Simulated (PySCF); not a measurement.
CH12OSi4, SMILES [SiH2]([SiH3])[Si@@H](C[SiH3])O.

Geometry: PBE0-D3(BJ)/def2-SVP. The structure was generated by enumeration; whether it is a known compound was not checked. The values are those of a single conformer.

Two levels are set side by side: PBE/def2-TZVP (PySCF) and B3LYP/def2-TZVP (PySCF). Same geometry, gas phase. Differences are taken from unrounded values.

| quantity | PBE |
|---|---|
| orbital gap (eV) | 5.38 |
| highest occupied level (eV) | -6.66 |
| lowest empty level (eV) | -1.27 |
| dipole moment (D) | 1.87 |

### Question
These are the PBE values. What does B3LYP give? (Estimate from the structure and the level; the computed values follow.)

### Answer

```json
[
 {"quantity": "orbital gap (eV)", "B3LYP": "6.94", "PBE minus B3LYP": "-1.56"},
 {"quantity": "highest occupied level (eV)", "B3LYP": "-7.55", "PBE minus B3LYP": "0.89"},
 {"quantity": "lowest empty level (eV)", "B3LYP": "-0.61", "PBE minus B3LYP": "-0.66"},
 {"quantity": "dipole moment (D)", "B3LYP": "1.90", "PBE minus B3LYP": "-0.03"}
]
```

Without exact exchange PBE keeps part of each electron's self-repulsion, which lifts occupied levels and narrows the gap. Differences between two approximate levels are no errors against the true value.

Rough cost on one machine, each run with all the roots and properties that it gave: B3LYP against PBE within a factor of 2.
